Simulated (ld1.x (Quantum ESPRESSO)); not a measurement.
# indium (In): excitation energies, all-electron against TM semilocal

In, norm-conserving Troullier–Martins (semilocal form), made with ld1.x (Quantum ESPRESSO) 7.5 (LDA (PZ), scalar-relativistic). Core [Kr], reference 4d10 5s2 5p1. Waves: 5p (bound): rc 3.20 bohr; 4d (bound): rc 1.75 bohr; 5s (bound): rc 2.35 bohr. Local part: the s channel. Core correction: a·sin(br)/r model core inside 0.80 bohr.

Energies are relative to the spin-unpolarised reference configuration 4d10 5s2 5p1; without spin polarisation the order of configurations can differ from experiment. Spin-polarised rows fill each open shell by Hund’s rule, majority spin first.

Q: Give the all-electron excitation energy and the error of the potential for: 4d10 5s2 5p0; 4d10 5s1 5p0; 4d10 5s0 5p0; 4d9 5s2 5p1; 4d10 5s0 5p3; 4d10 5s1 5p1; 4d10 5s2 5p1.3; 4d10 5s2 5p1 (spin-polarised); 4d10 5s1 5p0 (spin-polarised).

A:

| valence configuration | charge | ΔE all-electron (eV) | error AE − PS (meV) |
| --- | --- | --- | --- |
| 4d10 5s2 5p0 | +1 | 5.595 | -2.8 |
| 4d10 5s1 5p0 | +2 | 25.255 | -18 |
| 4d10 5s0 5p0 | +3 | 53.995 | -68 |
| 4d9 5s2 5p1 | +1 | 25.223 | -83 |
| 4d10 5s0 5p3 | 0 | 12.162 | +8.9 |
| 4d10 5s1 5p1 | +1 | 12.290 | +1.8 |
| 4d10 5s2 5p1.3 | -0.3 | -0.582 | +0.2 |
| 4d10 5s2 5p1 (spin-polarised) | 0 | -0.117 | -0.4 |
| 4d10 5s1 5p0 (spin-polarised) | +2 | 25.031 | -20 |

Levels in the configuration 4d10 5s2 5p1.3:

```
level  all-electron (eV)  pseudo (eV)
   4d            -16.889      -16.895
   5s             -6.777       -6.778
   5p             -1.212       -1.213
```
